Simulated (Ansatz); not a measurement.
`CNC(=N)Br`. Total charge 0; spin multiplicity 1. Geometry: relaxed with PBE0-D4/def2-TZVP. It is one conformer, not always the lowest.

```xyz
10

C    -0.100   -1.373    0.195
N     0.248   -0.045    0.639
C     0.085    1.008   -0.183
N    -0.271    0.935   -1.383
Br    0.506    2.675    0.738
H    -1.171   -1.467   -0.007
H     0.438   -1.611   -0.723
H     0.186   -2.083    0.970
H     0.382    0.138    1.615
H    -0.304    1.824   -1.861
```

Problem. What is the dipole moment at PBE/def2-TZVPP? (An estimate is asked.)

Solution. The calculation gave: 2.07 D, with components (0.03, -1.54, 1.38) D in this frame, pointing from negative to positive charge.

Problem. And with r2SCAN, B3LYP, ωB97M-V? (An estimate is asked.)

Solution. The calculation gave: r2SCAN 2.13 D, B3LYP 2.05 D, ωB97M-V 2.01 D.

Problem. Give the Mulliken charges with PBE, r2SCAN, B3LYP in def2-TZVPP. (An estimate is asked.)

Solution. Computed: 
```tsv
atom	PBE	r2SCAN	B3LYP
C1	-0.17	-0.02	-0.15
N2	-0.15	-0.22	-0.19
C3	0.12	0.23	0.16
N4	-0.28	-0.37	-0.30
Br5	-0.16	-0.16	-0.15
H6	0.11	0.07	0.11
H7	0.11	0.08	0.12
H8	0.09	0.05	0.09
H9	0.16	0.16	0.15
H10	0.17	0.17	0.16
```

B3LYP here is the variant with VWN-RPA as its local correlation; programs differ in this.
